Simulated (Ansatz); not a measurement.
Computed with Ansatz on PBE0-D4/def2-TZVP structures; ΔE is electronic, products minus reactants. CCSD(T)/CBS is the MP2 limit (def2-TZVPP, def2-QZVPP) plus CCSD(T) − MP2 in def2-TZVPP, frozen cores. DFT in def2-TZVPP. For Ge outer-core shells are correlated without core-valence functions, which leaves a few kJ/mol of doubt a bond. Scalar relativity is left out up to krypton. One conformer a species, not always the lowest.

`[SiH3][SiH2][GeH2][SiH2][GeH3]` + `CBO` → `CBO[SiH2][SiH3]` + `[GeH3][SiH2][GeH3]`  (cleavage of the Si–Ge bond)

| species | B2PLYP energy (Eh) |
| --- | --- |
| `[SiH3][SiH2][GeH2][SiH2][GeH3]` | -5028.60751 |
| `CBO` | -141.18429 |
| `CBO[SiH2][SiH3]` | -722.37139 |
| `[GeH3][SiH2][GeH3]` | -4447.43827 |

Problem. Work out ΔE.

Solution. ΔE = (-722.37139) + (-4447.43827) − (-5028.60751) − (-141.18429) = -0.01786 Eh = -46.9 kJ/mol. CCSD(T)/CBS gives -37.3 kJ/mol.

Largest T1 diagnostic among the species: 0.013.

At CCSD(T), def2-SVP lies +9.8 kJ/mol from the extrapolated value and def2-TZVPP −0.5 kJ/mol. The D4 term adds +8.4 kJ/mol with B3LYP and +5.2 kJ/mol with PBE0; it sums over pairs of atoms, weighted by their polarisabilities, and B3LYP, whose exchange is more repulsive, gets the larger term.

B3LYP here is the variant with VWN-RPA as its local correlation; programs differ in this.
